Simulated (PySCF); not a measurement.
**Where the electron goes**

InH2Ph, C6H7In.
Cartesian coordinates in Å at the PBE0-D3(BJ)/def2-SVP level; atoms count from 1:
```
atom  x, y, z in Å
In1    1.4548    2.4663    0.0137
H2     2.1987    2.9796    1.4941
H3     1.5565    3.3847   -1.4529
C4     0.3619    0.6126    0.0033
C5     0.2504   -0.1655    1.1677
C6    -0.4574   -1.3675    1.1670
C7    -1.0693   -1.8137   -0.0041
C8    -0.9715   -1.0568   -1.1714
C9    -0.2623    0.1442   -1.1651
H10    0.7236    0.1673    2.0970
H11   -0.5323   -1.9588    2.0834
H12   -1.6246   -2.7551   -0.0071
H13   -1.4501   -1.4045   -2.0906
H14   -0.1976    0.7234   -2.0917
```

Level of theory: PySCF, TDDFT B3LYP/def2-SVPD, vertical, gas phase, core orbitals frozen in the response, def2 core potentials past Kr. Spin–orbit coupling is left out.

Frontier orbitals with the atoms that hold most of them (Löwdin shares over 4%, at most four atoms; ? is withheld):

| orbital | ε (eV) | atoms |
| --- | --- | --- |
| LUMO+2 | -0.25 | C4 21%, C7 18%, In1 14%, C6 10% |
| LUMO+1 | -0.55 | C8 18%, C6 18%, C5 18%, C9 18% |
| LUMO | ? | ? |
| HOMO | -7.14 | ? |
| HOMO-1 | -7.18 | C4 26%, C7 24%, C5 11%, C9 11% |
| HOMO-2 | -7.38 | C4 33%, In1 24%, C9 7%, C5 7% |
| HOMO-3 | -7.91 | In1 40%, H3 28%, H2 28% |

**Question.** Give the leading atoms of the HOMO.

**Answer.** C6 (bonded to 2 C and H) 20%; C8 (bonded to 2 C and H) 20%; C9 (bonded to 2 C and H) 20%; C5 (bonded to 2 C and H) 20%.

**Question.** Which atoms hold the LUMO, and with what shares?

**Answer.** In1 (bonded to C and 2 H) 60%; C4 (bonded to 2 C and In) 10%; H3 (bonded to In) 7%; H2 (bonded to In) 7%. By element: indium 60%, hydrogen 14% or more, carbon 10% or more.

**Question.** What is the LUMO energy, and the HOMO–LUMO gap?

**Answer.** ε(LUMO) = -2.04 eV; the gap is 5.11 eV (0.1876 hartree).

**Question.** How does S1 compare with the orbital gap of 5.11 eV?

**Answer.** S1 is at 4.32 eV (f = 0.0009), 0.79 eV below the gap, made of HOMO-2→LUMO (100%). Its leading pair isn't HOMO and LUMO; the energies of that pair differ by 5.34 eV. Without the coupling terms of the response equations the lowest excitation would equal the gap.

**Question.** Give energy, strength and leading configuration of S1, S2, S3 and S6, and follow the Löwdin shares of the leading atoms from the occupied to the empty orbital.

**Answer.** 
- S1 (4.32 eV, f 0.0009), HOMO-2→LUMO (100%): C4 33% → 10%, In1 24% → 60%
- S2 (4.42 eV, f 0.0037), HOMO→LUMO (96%): C6 20% → at most 7%, C8 20% → at most 7%, In1 at most 20% → 60%, C4 at most 20% → 10%
- S3 (4.60 eV, f 0.148), HOMO-1→LUMO (97%): C4 26% → 10%, C7 24% → at most 7%, In1 at most 11% → 60%
- S6 (5.70 eV, f 0.0000), HOMO-2→LUMO+1 (99%): C4 33% → at most 19%, In1 24% → at most 19%, C8 at most 8% → 18%, C6 at most 8% → 18%

Löwdin shares depend on the basis, the more so with diffuse functions.

The run took 6.0 min (grids of density and orbitals included) on one thread, AMD EPYC (x86_64), no GPU, on a shared host, and the process peaked at 1.1 GiB of memory.

One conformer stands for the species.
